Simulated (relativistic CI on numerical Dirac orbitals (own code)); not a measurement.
# One change at a time: Re40+

Base calculation: Dirac-Coulomb-Breit CI, KLI orbitals optimised for each configuration, model QED, unscaled Slater integrals.

CI space (outside the closed core [Ar] 3d10): 4s²4p⁵, 4s4p⁶, 4s²4p⁴4d, 4s4p⁵4d, 4s²4p⁴4f, 4s4p⁵4f, 4p⁶4d, 4s4p⁴4d², 4s²4p³4d4f, 4p⁶4f, 4p⁵4d4f, 4p⁵4d², 4p⁴4d³, 4p⁴4d²4f. Double excitations out of closed p, d and f shells are left out; levels of such configurations are missing from the list, as are those of other unlisted configurations, and high levels can miss mixing partners.

Variants: (1) P86 correlation estimate; (2) QED terms removed; (3) Breit term removed. Shifts of the energy above 4s²4p⁵ ²P°3/2, in eV, for the lowest level and the first level of each name with at least 55 % of one term (blank where a level changes its place among those of its configuration and J or its character, or is not in the variant):

| Level | Base | Δ(1) | Δ(2) | Δ(3) |
| --- | --- | --- | --- | --- |
| 4s²4p⁵ ²P°3/2 | 0.000 | 0.000 | 0.000 | 0.000 |
| 4s²4p⁵ ²P°1/2 | 99.829 | +0.002 | -0.097 | +1.065 |
| 4s²4p⁴4d ²D3/2 | 165.328 | +0.198 | +0.240 | +0.518 |
| 4s²4p⁴4d ⁴F9/2 | 174.585 | +0.198 | +0.188 | +1.084 |
| 4s4p⁶ ²S1/2 | 208.731 | +0.117 | +0.930 | +0.410 |
| 4s²4p⁴4d ⁴D1/2 | 245.409 | +0.199 | +0.147 | +1.590 |
| 4s²4p⁴4d ²G7/2 | 256.156 | +0.201 | +0.144 | +1.718 |
| 4s²4p⁴4d ²G9/2 | 276.730 | +0.201 | +0.091 | +2.193 |
| 4s4p⁵4d ⁴P°1/2 | 356.622 | +0.360 | +1.377 | +0.552 |
| 4s²4p⁴4f ⁴G°11/2 | 375.689 | +2.011 | +0.199 | +1.735 |
| 4s4p⁵4d ²P°1/2 | 387.556 | +0.783 | +1.123 | +0.786 |
| 4s4p⁵4d ⁴F°9/2 | 387.618 |  | +0.975 | +1.328 |
| 4s4p⁵4d ²F°7/2 | 404.676 |  | +1.284 | +1.138 |

At this charge energies of transitions that change n are usually good to better than 1 %, and those within a shell (Δn = 0) to a few per cent.

Ionisation energy from the two ground configurations alone: base 1965.68 eV; P86 correlation estimate 1967.63 eV; Breit term removed 1967.41 eV. The NIST ASD value (theoretical) is 1966 eV.

LS names give the leading component of a level, which can be under half, so a name can repeat, a term be missing and a line seem to break the LS rules.
